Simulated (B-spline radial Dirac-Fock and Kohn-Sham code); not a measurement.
ΔSCF core binding energies without Breit or QED terms, calculated with a B-spline atomic structure program.

A sound run for bromine as Br⁷⁺, configuration [Ar] 3d10: The ground state converged in 10 iterations, with total energy -2591.89578 Ha, virial ratio 1.97478 and highest orbital energy -194.56 eV. ΔSCF binding energies: K (1s) 13632.8 eV, L3 (2p3/2) 1678.9 eV, M5 (3d5/2) 190.7 eV.

A second run, with one unsound setting: The ground state converged in 13 iterations, with total energy -3204.49925 Ha, virial ratio 1.13767 and highest orbital energy -144.85 eV. ΔSCF binding energies: K (1s) 5086.6 eV, L3 (2p3/2) 3223.9 eV, M5 (3d5/2) 142.7 eV.

```
iter   energy (Ha)        error
   1    -2450.93914942  2.18e+01
   2    -4027.58790029  9.59e+00
   3    -3182.34822182  4.31e+00
   4    -3197.34201834  1.62e+00
   5    -3197.86780452  2.20e+00
   6    -3204.33082760  2.40e-01
   7    -3204.48149484  6.03e-02
   8    -3204.49780500  2.95e-02
   9    -3204.49923009  3.97e-03
  13    -3204.49924634  1.18e-07
```

**Question.** Which fault fits the second run best?
A. speed of light below Z
B. unbound anion
C. too few quadrature points
D. damping too heavy

**Answer.** A. The input had c_factor = 0.1148: c_factor makes c so small that Zα exceeds 1, so any numbers that come out have no meaning.
